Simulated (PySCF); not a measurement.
**31P chemical shifts**

Computed data (PySCF 2.14.0 with density-fitted response routines): coordinates at the GFN2-xTB level, shielding tensors at PBE0/pcSseg-1 (GIAO). A single conformation, in vacuum, averaged over atoms made equivalent by symmetry, fast rotation or ring inversion, non-relativistic.

Shieldings were converted by a linear fit to measured shifts: 31P: δ = 270.09 − 0.828σ (rms 18.1 ppm, 64 shifts vs H3PO4, solution or neat liquid). Occasional misses reach two or three times the rms, and more in compound classes unlike the fitted ones.

Task: Give the 31P shifts of `CN1C=CN(C)P1[SiH3]`.

Result: 
| compound | environment | δ (ppm) |
| --- | --- | --- |
| CN1C=CN(C)P1[SiH3] | phosphorus bonded to 2 N, Si, in a 5-membered ring | 94.3 |

Task: Order these by 31P shift, lowest first.
A. Cc1cpcc(C)c1C=O
B. C=Pc1ccc(OC)cc1
C. C=Cc1pcoc1C1CC1
D. CC#C[P@@]1(=O)C=CC(C)=C1
E. C[C@H](C#N)CN[SiH2]P
F. Cc1cpc(C)c(C=O)c1

Result: E (-249.1 ppm, phosphorus bonded to Si, 2 H), D (0.6 ppm, phosphorus bonded to 3 C, O, in a 5-membered ring), C (116.0 ppm, phosphorus bonded to 2 C, in a 5-membered ring), F (201.1 ppm, phosphorus bonded to 2 C, in a 6-membered ring), A (231.6 ppm, phosphorus bonded to 2 C, in a 6-membered ring), B (274.9 ppm, phosphorus bonded to 2 C).
